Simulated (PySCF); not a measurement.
CH3, SMILES [CH3+], charge +1.

Geometry: ωB97X-D3(BJ)/def2-TZVPD.

Method: TDA-ωB97X/def2-TZVPD run with PySCF.

Vertical excitations; the highest root listed may be one member of a degenerate set. The molecule is in vacuum. State labels are in the subgroup C2v.

| state | symmetry | energy (eV) | λ (nm) | f | main pairs |
|---|---|---|---|---|---|
| S1 | A2 | 6.10 | 203 | 0.000 | HOMO→LUMO 99 % |
| S2 | B2 | 6.11 | 203 | 0.000 | HOMO−1→LUMO 99 % |
| S3 | B1 | 15.15 | 82 | 0.250 | HOMO→LUMO+1 (degenerate set) |
| S4 | A1 | 15.15 | 82 | 0.250 | HOMO−1→LUMO+1 (degenerate set) |
| S5 | B2 | 15.44 | 80 | 0.216 | HOMO−2→LUMO 94 % |
| S6 | B1 | 16.48 | 75 | 0.000 | HOMO→LUMO+2 41 %, HOMO−1→LUMO+3 41 %, HOMO−1→LUMO+5 7 %, HOMO→LUMO+6 7 % |
| S7 | A1 | 17.10 | 73 | 0.255 | HOMO→LUMO+3, HOMO−1→LUMO+2 (degenerate set) |
| S8 | B1 | 17.10 | 73 | 0.255 | HOMO−1→LUMO+3, HOMO→LUMO+2 (degenerate set) |
| S9 | A1 | 17.41 | 71 | 0.000 | HOMO−1→LUMO+2 30 %, HOMO→LUMO+3 30 %, HOMO→LUMO+5 18 %, HOMO−1→LUMO+6 18 % |
| S10 | B1 | 17.86 | 69 | 0.000 | HOMO−1→LUMO+5 43 %, HOMO→LUMO+6 43 % |
| T1 | A2 | 5.07 | 245 | 0 | HOMO→LUMO 99 % |
| T2 | B2 | 5.07 | 245 | 0 | HOMO−1→LUMO 99 % |
| T3 | B2 | 11.61 | 107 | 0 | HOMO−2→LUMO 97 % |
| T4 | B1 | 14.20 | 87 | 0 | HOMO→LUMO+1 78 % |
Triplets are in the Tamm–Dancoff approximation.
